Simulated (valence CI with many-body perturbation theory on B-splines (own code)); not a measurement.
## O II: key properties

Calculated by valence CI with perturbative core correlation (CI+MBPT): five valence electrons over a frozen Dirac-Fock core [He], a basis of 10 s, 10 p, 9 d, 7 f, 4 g, 2 h functions for each j, with the one-electron correlation potential Σ1, the two-electron term Σ2, the three-electron term Σ3, Breit, model QED; selected CI, second order for the rest, scaled by the run's own slope (own B-spline code, finite nucleus).

Against 59 measured levels this calculation errs by 105 cm⁻¹ on average and by 260 at most. These come from a selection out of the NIST Handbook of Basic Atomic Spectroscopic Data. Levels without a partner in it may be off by more. Among the levels kept, up to 910 cm⁻¹ of a level comes from second order outside the variational space, and about a tenth of that is noise between levels of different J, which matters for small intervals.

Rates and lifetimes use the calculated energies. Strong lines usually hold to 10 to 20 %, long lifetimes can be off by a factor of two.

Question: What is the ground level?

Answer: 2s²2p³ ⁴S°_3/2, composition 97 % 2s²2p³ ⁴S°, g = 2.002.

Question: What is the ionisation energy?

Answer: 35.101 eV; NIST lists 35.1211 eV (measured).

Question: How well does LS coupling describe the low levels?

Answer: Among the lowest 20 levels the leading LS term, summed over configurations, holds 100 % on average. For single configurations the figures are 94 % in LS and 60 % in jj coupling. Terms hardly mix: every one of these levels is at least 95 % one term.

Question: Name the longest-lived excited levels whose lifetime is computed, and their main decay.

Answer: 2s²2p³ ²D°_5/2 at 26948 cm⁻¹ lives 20700 s, mostly by E2 to 2s²2p³ ⁴S°_3/2; 2s²2p³ ²D°_3/2 at 26978 cm⁻¹ lives 4460 s, mostly by M1 to 2s²2p³ ⁴S°_3/2; 2s²2p³ ²P°_1/2 at 40640 cm⁻¹ lives 5.67 s, mostly by E2 to 2s²2p³ ²D°_3/2.

Question: Among levels below 241074 cm⁻¹, which E1 lines absorb most strongly from the ground level?

Answer: to 2s²2p²3d ⁴P_5/2 at 43.04 nm, f = 0.167; to 2s2p⁴ ⁴P_5/2 at 83.44 nm, f = 0.134; to 2s²2p²3d ⁴P_3/2 at 43.02 nm, f = 0.100.

Question: Where does the other parity begin?

Answer: At 2s2p⁴ ⁴P_5/2, 119850 cm⁻¹.

Question: What are the static dipole polarisabilities of the lowest levels?

Answer: 2s²2p³ ⁴S°_3/2 2.52; 2s²2p³ ²D°_5/2 2.43 (tensor 0.048); 2s²2p³ ²D°_3/2 2.43 (tensor 0.035); 2s²2p³ ²P°_1/2 2.37 bohr³, of which the core gives 0.00264.
